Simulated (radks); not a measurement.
The numbers below are computed, except where a source is named.
Charge is removed step by step from the 3p level of Cl, starting from [Ne] 3s2 3p5. Level of theory: scalar-relativistic Kohn-Sham, PBE, spin-unpolarised, spherical densities, point nucleus (a radial shooting solver on a logarithmic mesh with Libxc functionals).

removed (e)  E - E(0) (eV)  eigenvalue (eV)  E minus straight line (eV)
0                    0.000           -8.595                       0.000
0.25                 2.465          -11.148                      -1.003
0.5                  5.583          -13.810                      -1.355
0.75                 9.378          -16.571                      -1.029
1                   13.875          -19.426                       0.000

Removing the whole electron costs 13.875 eV by Delta-SCF, against 8.595 eV from minus the eigenvalue at the starting occupation. Slater's transition state (half an electron removed) gives 13.810 eV. Integrating minus the eigenvalue over the occupation (Janak's theorem) gives 13.876 eV. In this scalar-relativistic scheme the density is built from large components alone, so the theorem holds only approximately. The mean slope of the eigenvalue, de/dn, is 10.8 eV per electron. Ionisation energy of Cl in the NIST Atomic Spectra Database: 12.968 eV (measured).

Beside tabulated values, note that spin-unpolarised runs miss the spin-polarisation part of the exchange energy of open shells.
